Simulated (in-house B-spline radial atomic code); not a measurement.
# Ionising Mo VIII (Mo7+) with different functionals

Computed with a B-spline radial code for spherical atoms: four-component Dirac-Coulomb Hamiltonian, Fermi nucleus of rms radius 4.4091 fm, spin-restricted, spherical fractional occupations for the functionals. The ionisation energy is the difference of two self-consistent energies, [Ar] 3d10 4s2 4p5 → [Ar] 3d10 4s2 4p4, without Breit or QED terms; ε is the level of the shell that loses the electron (mean over j). The electron is taken from both j subshells in proportion to 2j + 1, so the result is a j average, not the step between ground levels.

Hybrids are left out here: with spherical fractional occupations of an open shell their exact exchange keeps a self-interaction that integer-occupation calculations don't have.

```
           method  rung  ΔSCF (eV)  -ε(4p) (eV)
         LDA VWN5   LDA     146.16       136.37
 relativistic LDA   LDA     146.08       136.31
         LDA PW92   LDA     146.15       136.36
LDA exchange-only   LDA     144.27       134.50
              PBE   GGA     145.95       136.20
           PBEsol   GGA     145.95       136.19
             BLYP   GGA     145.77       136.00
             RPBE   GGA     145.92       136.18
             PW91   GGA     146.07       136.31
             BP86   GGA          ?            ?
             AM05   GGA          ?            ?
             OLYP   GGA     146.33       136.59
```

(1) What does BP86 give?

(2) What does AM05 give?

(3) How do they compare with the NIST value?

Results:

(1) ΔSCF 146.09 eV, and -ε(4p) = 136.32 eV.

(2) ΔSCF 145.97 eV, and -ε(4p) = 136.20 eV.

(3) NIST lists 144 eV ± 1 (measured, ground level to ground level). Errors run from +0.67 to +2.73 eV. The correlated functionals all miss on the same side by more than they spread, so the cause is common to them (Breit-QED terms, spin polarisation, the choice among j levels, multiplet and fine-structure energies, or a listed next ion that isn't the cheapest removal here) and closeness doesn't rank the functionals.
